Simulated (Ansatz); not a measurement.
Input for Ansatz (development build ahead of 0.2.0):

```yaml
crystal:
  periodic: [false, false, false]
  atoms:
    - { symbol: Si, position_ang: [0.0, 0.0, 2.7704] }
    - { symbol: Be, position_ang: [0.0, 0.0, 0.0] }
    - { symbol: Be, position_ang: [2.2253, 0.0, -1.2848] }
basis:
  gaussian: { orbitals: STO-3G }
total_charge: -1
magnetization:
  spin_polarized: true
  initial_magnetization: 1
hamiltonian:
  xc: hf
```

The input is written out in the form of the current development build from the run's settings.

The run gave:

* Converged: yes
* Total energy: -314.08717 hartree
* Spin squared of the determinant: 2.421
* Stability test: minimum

Caution: no diffuse functions for an anion; the unrestricted determinant is a mixture of spin states.
